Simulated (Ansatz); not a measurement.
C$_{3}$H$_{11}$BN$_{2}$O, SMILES `CC(C)OB(N)N`: the same geometry under several functionals.

```yaml
crystal:
  periodic: [false, false, false]
  atoms:
    - {symbol: C, position_ang: [1.767703, -1.261843, -0.722111]}
    - {symbol: C, position_ang: [0.860589, -0.111474, -0.340270]}
    - {symbol: C, position_ang: [0.644762, 0.850600, -1.494458]}
    - {symbol: O, position_ang: [-0.370229, -0.658507, 0.081743]}
    - {symbol: B, position_ang: [-1.228915, -0.005430, 0.941668]}
    - {symbol: N, position_ang: [-0.929513, 1.262852, 1.509759]}
    - {symbol: N, position_ang: [-2.442113, -0.678490, 1.232111]}
    - {symbol: H, position_ang: [1.324866, -1.829927, -1.543914]}
    - {symbol: H, position_ang: [1.906438, -1.936441, 0.124430]}
    - {symbol: H, position_ang: [2.746119, -0.895262, -1.040936]}
    - {symbol: H, position_ang: [1.330257, 0.427585, 0.496359]}
    - {symbol: H, position_ang: [1.591670, 1.290357, -1.817635]}
    - {symbol: H, position_ang: [-0.032363, 1.658388, -1.209414]}
    - {symbol: H, position_ang: [0.203140, 0.319951, -2.341685]}
    - {symbol: H, position_ang: [-0.073758, 1.757480, 1.345640]}
    - {symbol: H, position_ang: [-1.529973, 1.713265, 2.174505]}
    - {symbol: H, position_ang: [-2.646711, -1.571245, 0.823534]}
    - {symbol: H, position_ang: [-3.159568, -0.320560, 1.832472]}
basis:
  gaussian: {orbitals: def2-TZVPP}
hamiltonian: {xc: {name: B97M-V}}
output: {orbitals: {seedname: orbitals}}
```

```sh
$ ansatz run in.yaml --threads 2 --pin off --events-out ev --progress --plain --max-ram 32768MiB --backend cuda --devices 0, --max-vram 18GiB
```

Shortened log:

```
Functional definition: B97M-V
1819 factors; their error is unknown
mean field evaluation 1: about -8979.0347 eV, gradient 1.0e2 eV
mean field evaluation 2: about -8952.9535 eV, gradient 1.4e2 eV
mean field evaluation 4: about -9000.4818 eV, gradient 1.1e1 eV
mean field evaluation 8: about -9000.7301 eV, gradient 3.3e-1 eV
mean field evaluation 16: about -9000.6896 eV, gradient 7.7e-4 eV
mean field -9000.68955398 eV, -330.7692402221 hartree, gradient 4.5e-5 eV, S^2 0.000000; 0 other end points of the search recorded, 0 dependent functions left out
reference -9000.68962758 eV, -330.7692429270 hartree; 28, 28 occupied and 343, 343 virtual orbitals, 1819 factors
Total energy: -9000.68962758 eV, -330.7692429270 hartree
```

It took 9.5 s on 2 threads of an AMD EPYC 7R13 on a shared host and a share of an NVIDIA H100 80 GB, with 0.97 GiB of host memory at the peak.

The same input with `hamiltonian: {xc: pbe0, dispersion: d4}` (abridged; 10 s):

```
Functional definition: PBE0
mean field evaluation 16: about -8990.7291 eV, gradient 1.3e-4 eV
mean field -8990.72909234 eV, -330.4032000085 hartree, gradient 3.9e-5 eV, S^2 0.000000
Total energy: -8991.03616913 eV, -330.4144848723 hartree
```

Changing it to `hamiltonian: {xc: {name: wB97M-V}}` and forces (abridged; 14 s):

```
Functional definition: wB97M-V
mean field evaluation 16: about -8997.4532 eV, gradient 3.4e-4 eV
mean field -8997.45317142 eV, -330.6503053567 hartree, gradient 5.9e-5 eV, S^2 0.000000
Total energy: -8997.45323082 eV, -330.6503075397 hartree
Atom 0 force     0.109919    -0.142693    -0.048575 eV/Å
Atom 1 force     0.218443     0.157765     0.112542 eV/Å
Atom 2 force    -0.033466     0.111327    -0.134694 eV/Å
Atom 3 force    -0.090601    -0.166012    -0.047895 eV/Å
Atom 4 force    -0.034456    -0.004524     0.014437 eV/Å
Atom 5 force     0.058567     0.139094     0.052939 eV/Å
Atom 6 force    -0.133459    -0.068638     0.036016 eV/Å
Atom 7 force     0.019682     0.044970     0.053907 eV/Å
Atom 8 force    -0.013639     0.049731    -0.059595 eV/Å
Atom 9 force    -0.065843    -0.021378     0.020030 eV/Å
Atom 10 force    -0.041830    -0.045709    -0.060997 eV/Å
Atom 11 force    -0.062153    -0.034144     0.026043 eV/Å
Atom 12 force     0.041181    -0.052290    -0.013819 eV/Å
Atom 13 force     0.027370     0.023965     0.060011 eV/Å
Atom 14 force    -0.018691     0.005938     0.006081 eV/Å
Atom 15 force     0.007394    -0.008337    -0.014112 eV/Å
Atom 16 force     0.001674     0.018792     0.008727 eV/Å
Atom 17 force     0.009908    -0.007857    -0.011045 eV/Å
Dipole moment:     0.003471     0.250531     0.148176 e Å
```

The same input with `hamiltonian: {xc: lda}` (abridged; 14 s):

```
Functional definition: SPW92
mean field evaluation 16: about -8923.8452 eV, gradient 1.3e-3 eV
mean field -8923.84517852 eV, -327.9452615112 hartree, gradient 4.0e-5 eV, S^2 0.000000
Total energy: -8923.84522751 eV, -327.9452633116 hartree
```

With the line `hamiltonian: {xc: {name: revPBE}, dispersion: d4}` (abridged; 10 s):

```
Functional definition: revPBE
mean field evaluation 16: about -8998.2011 eV, gradient 1.2e-3 eV
mean field -8998.20112228 eV, -330.6777920440 hartree, gradient 5.7e-5 eV, S^2 0.000000
Total energy: -8999.41522215 eV, -330.7224093912 hartree
```

Changing it to `hamiltonian: {xc: pbe, dispersion: d4}` and forces (abridged; 11 s):

```
Functional definition: PBE
mean field evaluation 16: about -8989.6772 eV, gradient 1.2e-3 eV
mean field -8989.67718835 eV, -330.3645432499 hartree, gradient 1.9e-5 eV, S^2 0.000000
Total energy: -8990.04015453 eV, -330.3778820108 hartree
Atom 0 force     0.060261    -0.033169    -0.000343 eV/Å
Atom 1 force     0.197546     0.088317    -0.079935 eV/Å
Atom 2 force     0.007759     0.059121    -0.033101 eV/Å
Atom 3 force    -0.164012    -0.447865    -0.133373 eV/Å
Atom 4 force    -0.061978     0.095114     0.089132 eV/Å
Atom 5 force    -0.026790    -0.011542    -0.024898 eV/Å
Atom 6 force     0.004300     0.000192     0.003161 eV/Å
Atom 7 force    -0.083281    -0.116350    -0.165618 eV/Å
Atom 8 force     0.036448    -0.141504     0.161064 eV/Å
Atom 9 force     0.194966     0.057378    -0.064092 eV/Å
Atom 10 force     0.117209     0.131138     0.192166 eV/Å
Atom 11 force     0.180101     0.094532    -0.075006 eV/Å
Atom 12 force    -0.130886     0.165922     0.046423 eV/Å
Atom 13 force    -0.086049    -0.101718    -0.174091 eV/Å
Atom 14 force     0.299208     0.183084    -0.053658 eV/Å
Atom 15 force    -0.198990     0.172768     0.239245 eV/Å
Atom 16 force    -0.085803    -0.308834    -0.133983 eV/Å
Atom 17 force    -0.260008     0.113416     0.206907 eV/Å
Dipole moment:    -0.014839     0.238346     0.152549 e Å
```
